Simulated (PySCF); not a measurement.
CH4CdOS, SMILES C[S][Cd][OH].

Geometry optimised at PBE0-D3(BJ)/def2-SVP. The structure was generated by enumeration; whether it is a known compound was not checked. The def2 effective core potentials stand for the cores of Cd; spin–orbit coupling is left out. Other conformers were not sampled.

The numbers are results of PBE0-D3(BJ)/def2-SVP in PySCF, not measurements.

Frequencies are harmonic and unscaled.

Question: Give all harmonic wavenumbers and intensities. (The exact figures need the calculation; the answer reports its results.)

Answer: 
| mode | ν (cm⁻¹) | IR (km/mol) | moving atoms (share of kinetic energy) |
|---|---|---|---|
| 1 | 90 | 9.1 | O 53 %, C 21 %, Cd 15 %, H 11 % |
| 2 | 105 | 6.4 | H 43 %, O 34 %, Cd 16 % |
| 3 | 133 | 10.3 | H 62 %, O 14 %, S 13 %, Cd 11 % |
| 4 | 159 | 84.8 | H 76 %, O 9 % |
| 5 | 183 | 3.6 | H 33 %, C 28 %, Cd 18 %, S 18 % |
| 6 | 354 | 7.7 | S 77 %, Cd 13 % |
| 7 | 611 | 83.9 | O 81 %, Cd 16 % |
| 8 | 724 | 3.3 | C 59 %, S 31 %, H 10 % |
| 9 | 772 | 59.6 | H 93 % |
| 10 | 957 | 6.5 | H 84 %, C 14 % |
| 11 | 970 | 9.6 | H 82 %, C 16 % |
| 12 | 1336 | 15.8 | H 87 %, C 13 % |
| 13 | 1453 | 7.7 | H 95 % |
| 14 | 1456 | 9.1 | H 95 % |
| 15 | 3066 | 24.7 | H 98 % |
| 16 | 3176 | 1.7 | H 90 %, C 10 % |
| 17 | 3178 | 3.4 | H 90 %, C 10 % |
| 18 | 3889 | 51.2 | H 94 % |
